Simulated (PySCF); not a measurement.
# B³⁺ (boron, charge +3): UHF calculation

Configuration: 1s2, closed-shell 1S. Calculation: PySCF 2.14, in def2-TZVPPD (6s3p3d1f, 37 functions); the non-relativistic Hamiltonian (point nucleus).

| Quantity | Value |
| --- | --- |
| Total energy | -21.985925 hartree |
| One-electron energy | -24.8872 hartree |
| Hartree (Coulomb) energy | 5.8026 hartree |
| Exchange energy | -2.9013 hartree |
| Kinetic energy | 21.97734 hartree |
| ⟨S²⟩ | 0.0000 |
| ⟨L²⟩ | 0.000 |
| Sum of ⟨r⟩ | 0.6493 bohr |
| Sum of ⟨r²⟩ | 0.2841 bohr² |
| Density at the nucleus (Gaussians lack the cusp) | 67.3 bohr⁻³ |
| Langevin diamagnetic susceptibility | -0.225 ×10⁻⁶ cm³/mol |

| shell | electrons | mean orbital energy (hartree) | rms radius, mean of both spins (bohr) |
| --- | --- | --- | --- |
| 1s | 2 | -9.54230 | 0.377 |
